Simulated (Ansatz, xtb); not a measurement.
# C2H6GeO: 3 structures ranked

3 gas-phase structures of C2H6GeO, from a drawn sample of its isomers (lower ones may exist). Each was relaxed with GFN2-xTB:

A. `O/C=[CH]\[GeH3]`, a singlet
B. `O/C=[CH]/[GeH3]`, a singlet
C. `C=[C](O)[GeH3]`, a singlet

Q: Make a reasoned guess at their ranking by r2SCAN-D4/def2-SVP single-point energy.

A: Calculated order at r2SCAN-D4/def2-SVP: B (0.000), A (0.060), C (0.105) eV.

Energies above the lowest of each column, in eV; the last columns are at B3LYP/def2-SVP geometries:

```
structure  GFN2-xTB  HF/STO-3G  r2SCAN-D4/def2-SVP  B3LYP/def2-SVP  CCSD(T)/def2-SVP + ΔMP2/def2-TZVPP
        B     0.017      0.000               0.000           0.000                               0.000
        A     0.108      0.070               0.060           0.066                               0.055
        C     0.000      0.044               0.105           0.142                               0.123
```

CCSD(T)/def2-SVP + ΔMP2/def2-TZVPP puts B lowest; GFN2-xTB picks C. Flexible structures stand in one conformer each, not always the lowest. ΔMP2 is the change of the MP2 energy from the smaller to the larger basis.

Programs: Ansatz 0.2.0, xtb 6.7.1.
